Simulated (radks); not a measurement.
Spin polarisation of the 4f13 shell in Tm+. Start: [Xe] 4f(up 6.5, down 6.5) 6s(up 0.5, down 0.5); electrons of 4f are moved from spin down to spin up, other shells keep equal spins. All-electron calculation, scalar-relativistic Kohn-Sham, BLYP, spin-polarised, spherical densities, finite nucleus; Fermi nuclear charge, rms radius of each element as measured or else 0.836 A^(1/3) + 0.57 fm. Program: a radial shooting solver on a logarithmic mesh with Libxc functionals.

| moment (Bohr magnetons) | E - E(0) (eV) | e(4f up) (eV) | e(4f down) (eV) | 6s down minus up (eV) |
|---|---|---|---|---|
| 0 | 0.000 | -9.586 | -9.586 | 0.000 |
| 0.25 | -0.012 | -9.680 | -9.490 | 0.008 |
| 0.5 | -0.047 | -9.773 | -9.394 | 0.016 |
| 0.75 | -0.107 | -9.864 | -9.295 | 0.023 |
| 1 | -0.190 | -9.954 | -9.196 | 0.031 |

At moment 1 the spin-polarisation energy is -0.190 eV and the 4f exchange splitting 0.759 eV, that is 0.759 eV per Bohr magneton; E = -I m^2/4 would give I = 0.759 eV.
